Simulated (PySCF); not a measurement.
# Ionising TlBr

PBE0; PySCF, scalar-relativistic core potentials, basis sets Tl cc-pVDZ-PP with ECP60, Br cc-pVDZ-PP with ECP10. Neutral (UKS): singlet (closed shell), Re = 2.670 Å, ωe = 190 cm⁻¹, De = 3.97 eV, HOMO -7.17 eV, LUMO -1.84 eV.

TlBr⁺ (UKS): doublet (π ↑), Re = 3.299 Å, ωe = 72.0 cm⁻¹. The energies at the minima are -589.40206 hartree for TlBr and -589.06851 for TlBr⁺.

(1) Work out the adiabatic ionisation energy, without and with harmonic zero-point energies (1 hartree = 27.2114 eV, 1 eV = 8065.5 cm⁻¹), and the change of the bond length.

Spin–orbit coupling is left out, which matters for elements this heavy, above all for dissociation energies. States were picked by a PBE0 search and need not be the measured ground states.

Results:

(1) At PBE0: 0.33355 hartree = 9.076 eV between the minima; the zero-point term (72.0 − 190.0)/2 cm⁻¹ = -0.007 eV makes it 9.069 eV. Re changes by +62.9 pm against the neutral. Minus the HOMO energy is 7.17 eV, -1.91 eV from the value between the minima; self-interaction puts the Kohn–Sham level too high, less so with exact exchange. The electron leaves a π orbital, and the ion is left as a loose complex of an ion and an atom.
